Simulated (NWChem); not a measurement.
Species: MgHSF; SMILES [F][Mg][SH]

```xyz
4

Mg     0.0229    -0.6195     0.0000
F      0.0112    -2.3577     0.0000
S      0.0574     1.6800     0.0000
H     -1.2940     1.7736     0.0000
```
Atoms are numbered in this order, from 1.

Coordinates come from a B3LYP/6-31G* (spherical d) optimisation.

Symmetry labels are those of Cs in the frame above (b1 and b2, or b-type labels, depend on it).

**Question.** List the 6 lowest vertical singlet excitations from CAM-B3LYP/def2-SVPD, TDA (NWChem).

**Answer.** 
| state | energy (eV) | oscillator strength | symmetry | leading excitation (squared amplitude) |
|---|---|---|---|---|
| S1 | 4.57 | 0.051 | a" | HOMO → LUMO (0.97) |
| S2 | 5.78 | 0.000 | a" | HOMO → LUMO+1 (0.79) |
| S3 | 5.94 | 0.098 | a' | HOMO−1 → LUMO (0.73) |
| S4 | 6.36 | 0.007 | a" | HOMO → LUMO+3 (0.51) |
| S5 | 6.73 | 0.185 | a' | HOMO → LUMO+2 (0.53) |
| S6 | 7.20 | 0.099 | a' | HOMO−1 → LUMO+1 (0.68) |
